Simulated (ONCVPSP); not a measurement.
**Reading a pseudo-wave (Li (Z = 3))**

Columns: radius, all-electron u(r) and pseudo u(r) of the 2s shell (level -5.32 eV) of lithium in the configuration [He] 2s0.5; LDA (Perdew-Zunger), scalar-relativistic, ONCV scheme, ONCVPSP 4.0.1.

```csv
r (bohr),all-electron,pseudo
0.155,-0.1779,0.0351
0.310,-0.2143,0.0695
0.465,-0.1807,0.1030
0.620,-0.1135,0.1364
0.775,-0.0326,0.1707
0.930,0.0515,0.2063
1.085,0.1326,0.2428
1.240,0.2075,0.2791
1.395,0.2748,0.3139
1.550,0.3338,0.3467
1.705,0.3846,0.3782
1.860,0.4275,0.4093
2.015,0.4629,0.4405
2.170,0.4913,0.4710
2.325,0.5132,0.4987
2.480,0.5291,0.5210
2.635,0.5396,0.5364
2.790,0.5452,0.5444
2.945,0.5464,0.5464
3.100,0.5438,0.5438
3.255,0.5379,0.5379
3.410,0.5291,0.5291
3.565,0.5178,0.5178
3.720,0.5045,0.5045
3.875,0.4896,0.4896
4.030,0.4734,0.4734
```

(1) How many radial nodes do the two functions have?

(2) At about which radius was the pseudo-wave matched?

(3) Is the pseudo-wave norm-conserving?

## Answers

(1) The all-electron 2s function has n − l − 1 = 1; the pseudo-wave has 0, since the states of the same l below it are removed with the core.

(2) 3.10 bohr. The columns agree to 0.0005 from 2.94 bohr on; several derivatives are matched, so the curves merge somewhat inside the radius.

(3) Yes: the ONCV scheme keeps the norm inside the radius equal to the all-electron one, which fixes the energy derivative of the logarithmic derivative at the level.
